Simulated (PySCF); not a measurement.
BeCl, SMILES [Be][Cl], multiplicity 2. Geometry optimised at PBE-D3(BJ)/def2-TZVPD. The multiplicity is an assumed one; other spin states were not compared.

Computed equilibrium geometry at PBE-D3(BJ)/def2-TZVPD (PySCF confirms it by a frequency run) as Cartesian coordinates in Å, and its point group:
point group C∞v.
```xyz
2

Be     0.0000     0.0000    -1.4716
Cl     0.0000     0.0000     0.3463
```
Charge 0, spin multiplicity 2.
